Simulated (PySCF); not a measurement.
ORD: `InChI=1S/CH9FOSi4/c2-1-4-5-6-7(1)3/h1,3,7H,4-6H2/t1-,7-/m0/s1`

Geometry (Å), atoms numbered from 1 in this order:
```xyz
16

O     1.8871    0.8777    1.3055
Si    1.5241    0.5569   -0.2569
Si    1.0111   -1.6994   -0.1869
Si   -1.2843   -1.6091    0.2959
Si   -1.7123    0.6813    0.2511
C    -0.1705    1.3975   -0.6726
F    -0.4027    1.1754   -2.0471
H     2.0185    1.7635    1.6332
H     2.5171    1.1934   -1.1317
H     1.3066   -2.3622   -1.4671
H     1.8160   -2.4519    0.7864
H    -1.6578   -2.1767    1.6028
H    -2.1352   -2.3577   -0.6424
H    -1.7169    1.3448    1.5647
H    -2.8850    1.1878   -0.4698
H    -0.1234    2.4875   -0.5766
```

Method used: TDDFT CAM-B3LYP/def2-SVPD circular dichroism and optical rotation, one conformer, gas phase (PySCF 2.14.0). Geometry: GFN2-xTB.

The molecule is flexible and this is one conformer; a measurement averages over conformers.

Stereocentres: Si2 S, C6 S.

What is the specific rotation at 633, 589.3, 546, 436, 405, 365, 355 nm?

[α] in deg dm⁻¹ (g/mL)⁻¹:
```
λ (nm)  origin-invariant length gauge  modified velocity gauge  length gauge (centre of mass)  isotropic polarisability (au)
   633                          +31.3                    +26.1                          +30.7                          129.7
 589.3                          +37.1                    +31.1                          +36.4                          130.4
   546                          +44.8                    +37.8                          +43.9                          131.2
   436                          +80.2                    +69.1                          +78.8                          134.9
   405                          +98.4                    +85.3                          +96.7                          136.5
   365                         +132.3                   +116.3                         +130.2                          139.5
   355                         +143.4                   +126.6                         +141.1                          140.5
```

And for the mirror image at 589.3 nm?

-37.1 deg dm⁻¹ (g/mL)⁻¹ (origin-invariant length gauge): the same size and the opposite sign.

What is the molar rotation [Φ] = [α]·M/100 of the geometry above at 589.3 nm?

With M = 168.42 g/mol, +62.6 deg cm² dmol⁻¹ (origin-invariant length gauge).

The first excitation lies at 5.52 eV (224 nm) with R = -4.3 × 10⁻⁴⁰ esu² cm² (velocity form).
